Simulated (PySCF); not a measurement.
Species: C₅H₁₁Al.
Geometry (PBE0-D3(BJ)/def2-SVP, Å), atoms numbered from 1 in this order:
```
atom  x, y, z in Å
C1     1.9018    0.8039    0.1973
C2     1.6407   -0.3628    0.8849
C3     1.5700   -1.6745    0.2983
Al4    0.1603   -0.5271   -0.7015
C5    -1.6344   -0.2087    0.0407
C6    -2.2179    1.1754   -0.2510
H7     2.4546    0.7948   -0.7477
H8     1.7668    1.7724    0.6827
H9     1.1715   -0.2478    1.8722
H10    2.3014   -1.9169   -0.4829
H11    1.3262   -2.5055    0.9643
H12    0.5731   -0.3659   -2.2262
H13   -2.3096   -0.9891   -0.3578
H14   -1.6061   -0.3891    1.1307
H15   -2.2634    1.3820   -1.3331
H16   -3.2427    1.2934    0.1404
H17   -1.6086    1.9775    0.1976
```

Computed with PySCF at PBE0/pcSseg-1 and CAM-B3LYP/def2-SVPD, non-relativistic, on one gas-phase PBE0-D3(BJ)/def2-SVP geometry that isn't relaxed in the solvent. The solvent is an IEF-PCM continuum (van der Waals radii × 1.2). The model holds no explicit solvent molecules, cavitation or dispersion.

Gas phase at PBE0/pcSseg-1: HOMO -6.77 eV, LUMO -0.65 eV, dipole 1.32 D.

Task: What does the continuum do to the energy, the frontier levels and the dipole at PBE0/pcSseg-1 in methanol and water?

Result: 
```csv
solvent,ε,E(solvent) − E(gas) (kcal/mol),polarisation term (kcal/mol),distortion of the solute (kcal/mol),HOMO (eV),LUMO (eV),dipole (D)
methanol,32.61,-2.74,-3.08,0.34,-6.60,-0.48,1.76
water,78.36,-2.83,-3.20,0.37,-6.60,-0.48,1.77
```

Polarisation term: ½ Σ q·V over the induced surface charges. Distortion: the rise of the solute's own energy as its density leaves the gas-phase optimum. From methanol to water the lowering changes by a factor 1.03, Onsager's factor (ε − 1)/(2ε + 1) by 1.03 and ε itself by 2.4.

Task: Which radius a makes the point-dipole formula ΔE = −[(ε − 1)/(2ε + 1)]·μ²/a³ give the value in water, with the gas-phase dipole?

Result: μ = 0.518 au and |ΔE| = 0.00450 Eh give a = 1.63 Å; the farthest nucleus lies 3.49 Å from the centroid of the nuclei, so such a sphere wouldn't even hold the nuclei. The formula assumes a rigid point dipole at the centre of a sphere.

Task: Give the dipole vector in the frame of the coordinates (D, pointing from negative to positive charge), gas and water.

Result: Gas (0.36, -0.03, 1.26), solvent (0.40, -0.03, 1.73). Its length changes by +35 % and its direction by 3°.

Task: Which IAO charges (PBE0/pcSseg-1) respond most in methanol (means over atoms taken as equivalent)?

Result: 
```
atoms                    environment  gas (e)  solvent (e)  change
  H12                  Al–H hydrogen   -0.192       -0.218  -0.026
  Al4  aluminium bonded to 2 C and H   +0.802       +0.818  +0.016
   H9               vinylic hydrogen   +0.163       +0.176  +0.013
   C1           terminal =CH2 carbon   -0.415       -0.423  -0.008
   H8               vinylic hydrogen   +0.160       +0.166  +0.006
   C3                 allylic carbon   -0.552       -0.559  -0.007
```

Task: How do the nuclear quadrupole coupling constants eQVzz/h respond in methanol?

Result: 
| nucleus | Q (barn) | gas (MHz) | solvent (MHz) | η gas | η solvent |
| --- | --- | --- | --- | --- | --- |
| 27Al at Al4 | 0.1466 | 27.09 | 26.36 | 0.91 | 0.87 |

Gas phase at CAM-B3LYP/def2-SVPD: HOMO -7.97 eV, LUMO 0.36 eV, dipole 1.33 D.

Task: What does the continuum do to the energy, the frontier levels and the dipole at CAM-B3LYP/def2-SVPD in methanol?

Result: 
```
 solvent      ε  E(solvent) − E(gas) (kcal/mol)  polarisation term (kcal/mol)  distortion of the solute (kcal/mol)  HOMO (eV)  LUMO (eV)  dipole (D)
methanol  32.61                           -2.74                         -3.15                                 0.41      -7.77       0.55        1.80
```

Task: How does the static polarisability (CAM-B3LYP/def2-SVPD, frozen core, with the continuum's full static response) change?

Result: 
| medium | isotropic (au) | principal values (au) | ⟨r²⟩ of the electrons (bohr²) |
| --- | --- | --- | --- |
| gas | 89.5 | 80.7, 91.9, 96.0 | 901.5 |
| methanol | 125.8 | 115.4, 125.6, 136.3 | 902.3 |

The isotropic value in methanol is 1.40 times the gas-phase one; no cavity-field correction is applied. ⟨r²⟩ is taken about the centre of nuclear charge.
